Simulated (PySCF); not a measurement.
Gas-phase reaction: GeH3F + HF → GeH2F2 + 2 H

Computed with PySCF and rigid-rotor harmonic-oscillator thermochemistry at 1 bar. † marks an energy on the PBE0/def2-TZVP geometry and frequencies; other levels use their own. CCSD(T) freezes the core. 6-31G* has spherical d functions here. Open shells (unrestricted): H (multiplicity 2); the rest are closed-shell singlets. Ge: all electrons, no relativistic terms. GeH2F2: computed as isolated molecules; such fragments, hydroxides, amides, oligomers or adducts are transient or little studied in the gas. CCSD(T) isn't extrapolated to the basis-set limit.

| level | ΔH°(298 K), kJ |
|---|---|
| CCSD(T)/def2-SVP† | 347 |
| HF/6-31G* | ? |
| PBE0/def2-SVP† | 342 |
| r2SCAN/def2-TZVP† | ? |
| ωB97X-V/def2-TZVP† | 357 |

What belongs in the gaps?


- HF/6-31G*, ΔH°(298 K), kJ: 238
- r2SCAN/def2-TZVP†, ΔH°(298 K), kJ: 353
